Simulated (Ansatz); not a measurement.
Pulling the pair apart

The pair of F⁻ (SMILES [F-], atom 1) and SiH4O (SMILES [SiH3]O, atoms 2–7), both closed shells, in one local arrangement (a lower one may exist), relaxed at PBE0-D4/def2-TZVPD:

```xyz
7
angstrom
F 0.5316 -0.3318 -1.9576
Si 0.0584 0.0366 -0.3162
O -0.4523 0.5217 1.3334
H -0.9571 -1.0893 -0.3818
H -0.2719 1.4378 -0.7592
H 1.4496 -0.3547 0.1472
H -0.3581 -0.2204 1.9342
```

SiH4O is shifted rigidly along the line between the mean atom positions of the two fragments (negative: closer). Counterpoise interaction energies in kJ/mol. Program: Ansatz 0.2.0. Basis: def2-TZVPPD. Cores are frozen in the correlated methods. B3LYP uses VWN-RPA correlation.

| shift (Å) | r2SCAN-D4 | B3LYP-D4 | PBE0-D4 |
| --- | --- | --- | --- |
| -0.17 | -279.0 | -258.6 | -276.1 |
| -0.09 | -304.0 | -285.0 | -301.0 |
| 0.00 | -310.8 | -293.1 | -307.6 |
| 0.09 | -306.4 | -290.0 | -303.0 |
| 0.21 | -289.8 | -275.1 | -286.2 |
| 0.44 | -246.9 | -235.1 | -242.6 |
| 0.87 | -168.2 | -161.2 | -163.5 |
| 1.75 | -78.7 | -76.6 | -75.4 |

Q: What does CCSD(T) give at these shifts? (To be estimated.)

A: By the calculation: -264.2, -291.0, -298.9, -295.3, -279.3, -236.7, -159.0, -73.5 kJ/mol. For zero shift, CCSD(T) at an estimated basis limit (MP2 extrapolated from triple and quadruple zeta, plus CCSD(T) − MP2 in triple zeta) gives -310.8 kJ/mol. These are counterpoise interaction energies, counted from the two frozen fragments.

T1 diagnostic: at most 0.018.

For scale, one of the runs: CCSD(T)/def2-TZVPPD, 196 basis functions, launched by `ansatz run in.yaml --threads 2 --pin off --events-out ev --progress --plain --max-ram 5222MiB`. Hardware: 2 CPU threads of an Intel Xeon Platinum 8375C, shared host. Wall time 34 s; peak host memory 2.3 GiB.
